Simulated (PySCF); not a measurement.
Vertical excitations of a molecule C5H9N from TDA-PBE0/def2-SVPD run with PySCF, as energy in eV (oscillator strength): 4.62 (0.000), 5.63 (0.015), 6.17 (0.011), 6.29 (0.014), 6.37 (0.001), 6.50 (0.099), 6.59 (0.084), 6.99 (0.443), 7.11 (0.009), 7.39 (0.501). Lowest triplet (TDA): 4.14 eV. Geometry optimised at ωB97X-D3(BJ)/def2-SVP. Other conformers were not sampled.

**Question.** Identify the compound among the candidates.
A. CC(C)=C=CN
B. CC#CCNC
C. C=C/N=C\CC
D. C#C[C@H](C)NC

**Answer.** A, CC(C)=C=CN
